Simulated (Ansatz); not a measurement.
Pulling on the Te1–Te2 bond in Te2 (multiplicity 3 held). Energies count from the point at 2.575 Å.


Signs of static correlation in def2-TZVPP, with CASSCF(12,8), from Ansatz (a program for electronic structure) runs.

```csv
R (Å),T1 of restricted CCSD,⟨S²⟩ of UHF,largest double amplitude of restricted CCSD,weight of the CASSCF reference in MRCISD,CASSCF natural occupations
2.060,0.017,2.041,0.053,0.898,2.00 2.00 1.98 1.98 1.98 1.02 1.02 0.02
2.317,0.018,2.049,0.075,0.896,2.00 2.00 1.97 1.97 1.97 1.03 1.03 0.04
2.575,0.074,2.041,0.114,0.894,2.00 2.00 1.95 1.95 1.95 1.05 1.05 0.06
2.832,0.085,2.026,0.139,0.893,2.00 2.00 1.92 1.92 1.92 1.08 1.08 0.09
3.090,0.066,2.304,0.147,0.892,2.00 2.00 1.88 1.88 1.87 1.12 1.12 0.13
3.476,0.039,2.774,0.239,0.893,2.00 2.00 1.76 1.76 1.72 1.24 1.24 0.28
3.862,0.028,2.940,?,0.896,2.00 2.00 1.99 1.99 1.42 1.01 1.01 0.59
4.506,0.028,3.019,?,0.897,2.00 2.00 2.00 2.00 1.15 1.00 1.00 0.85
5.149,0.032,3.038,0.647,0.898,2.00 2.00 2.00 2.00 1.03 1.01 0.99 0.97
5.922,0.032,3.038,0.727,0.898,2.00 2.00 2.00 2.00 1.00 1.00 1.00 1.00
6.952,0.031,3.038,0.769,0.898,2.00 2.00 2.00 2.00 1.00 1.00 1.00 1.00
8.239,0.029,3.038,0.787,0.898,2.00 2.00 2.00 2.00 1.00 1.00 1.00 1.00
10.299,0.029,3.038,0.799,0.898,2.00 2.00 2.00 2.00 1.00 1.00 1.00 1.00
```

Task: Complete the blanks.

Result: 
- 3.862, largest double amplitude of restricted CCSD: 0.345
- 4.506, largest double amplitude of restricted CCSD: 0.521

Doubts at one or more of the structures used: T1 above 0.05 (RO-CCSD(T)/def2-TZVPP, U-CCSD(T)/def2-TZVPP); a restricted determinant that unrestricted orbitals would lower (RO-CCSD(T)/def2-TZVPP); other coupled-cluster roots lie near (RO-CCSD(T)/def2-TZVPP); a spin-contaminated determinant (U-CCSD(T)/def2-TZVPP); the program's own flag: large difference (U-CCSD(T)/def2-TZVPP).
